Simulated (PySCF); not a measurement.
Here is a computed PBE0-D3(BJ)/def2-SVP geometry (Å):
```
atom  x, y, z in Å
F1     2.4810   -0.7629    0.2640
B2     1.4258   -0.1856   -0.2806
C3     0.0803   -0.2482    0.5271
C4    -1.1113    0.3152   -0.1870
F5    -2.2289    0.2196    0.5406
F6    -0.9378    1.6096   -0.4797
F7    -1.3339   -0.3294   -1.3393
H8     1.5739    0.3543   -1.3502
H9     0.2193    0.3005    1.4744
H10   -0.1279   -1.2930    0.8100
```

Charge 0, singlet.

Q: Which heavy atoms are bonded, and with what formal order?

A: F1–B2 1.32 Å (single); B2–C3 1.57 Å (single); C3–C4 1.50 Å (single); C4–F5 1.34 Å (single); C4–F6 1.34 Å (single); C4–F7 1.34 Å (single). Bonds to hydrogen (Å): B2–H8 1.21; C3–H9 1.10; C3–H10 1.10.

Q: Write the SMILES.

A: `FBCC(F)(F)F`, C2H3BF4. Among its features: CF3 group, C–F bond and three-coordinate boron.

Q: Classify the heavy atoms.

A: F1: boron-bound fluorine; B2: three-coordinate boron; C3: sp3 carbon bound to boron; C4: CF3 carbon; F5/F6/F7: fluorine of a CF3 group.

Q: What is the arrangement about B2?

A: It has 3 neighbours (F1, C3, H8) and is planar (angles 125.3°, 117.6° and 117.1°, sum 360.0°, 0.00 Å off the plane of its three neighbours).

Q: What is the arrangement about C4?

A: It has 4 neighbours (C3, F5, F6, F7) and is tetrahedral (angles from 107.2° to 112.2°).
